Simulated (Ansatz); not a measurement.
## Which is lower?

The two ends of one reaction step of BSiH₇O₂, singlet (PBE0-D4/def2-TZVP).

A:

B1  (-1.843, 0.910, 0.107)
Si2  (1.831, -0.910, -0.036)
O3  (-0.666, 1.106, -0.559)
O4  (-2.034, -0.242, 0.789)
H5  (1.903, 0.214, 0.927)
H6  (-2.715, 1.730, 0.107)
H7  (1.903, -0.417, -1.432)
H8  (2.957, -1.846, 0.217)
H9  (0.562, -1.661, 0.164)
H10  (-0.622, 1.950, -1.010)
H11  (-1.276, -0.835, 0.726)
(Å)

B:

| atom | x (Å) | y (Å) | z (Å) |
| --- | --- | --- | --- |
| B1 | -0.6842 | 0.0547 | -0.8049 |
| Si2 | 1.1670 | -0.7717 | -0.6112 |
| O3 | -1.3074 | -0.0586 | -2.0055 |
| O4 | -1.3359 | 0.7150 | 0.1960 |
| H5 | 0.4002 | 0.7565 | 2.7952 |
| H6 | -0.1821 | 1.1388 | 3.0678 |
| H7 | 2.1360 | -0.1599 | -1.5610 |
| H8 | 1.6932 | -0.5586 | 0.7701 |
| H9 | 1.1355 | -2.2386 | -0.8599 |
| H10 | -2.1760 | 0.3606 | -2.0067 |
| H11 | -0.8464 | 0.7621 | 1.0201 |

Computed with Ansatz 0.2.0 (basis: def2-TZVPP); correlated methods freeze the cores. B3LYP uses VWN-RPA correlation.

Q: Which structure is lower at CCSD(T), and by how much? (An estimate is asked for; the value comes from the calculation.)

A: Computed: A, by 0.528 eV (electronic energy, against the other). By their contacts, A is a complex of BH₃O₂ ([OH][BH][OH]) + SiH₄ and B is a complex of BSiH₅O₂ ([OH][B]([OH])[SiH3]) + H₂.

All methods give the same order:

```
      method  E(B) − E(A) (eV)
       SPW92             0.401
      PBE-D4             0.373
     BLYP-D4             0.460
   r2SCAN-D4             0.463
      B97M-V             0.509
     PBE0-D4             0.446
    B3LYP-D4             0.520
  r2SCAN0-D4             0.510
    BHLYP-D4             0.610
CAM-B3LYP-D4             0.568
     wB97X-V             0.514
     wB97M-V             0.543
      B2PLYP             0.552
    PBE-QIDH             0.512
  RPA on PBE             0.535
          HF             0.768
         MP2             0.534
        CCSD             0.573
     CCSD(T)             0.528
```

T1 diagnostic: at most 0.014.

Labels in which every atom is bracketed show which atoms are joined, not bond orders.

For scale, one of the runs: CCSD(T)/def2-TZVPP, 233 basis functions, launched by `ansatz run in.yaml --threads 4 --pin off --events-out ev --progress --plain --max-ram 9574MiB`. Time: 69 s of wall clock on 4 CPU threads of an Intel Xeon Platinum 8175M; the host was shared. Peak host memory: 4.2 GiB.
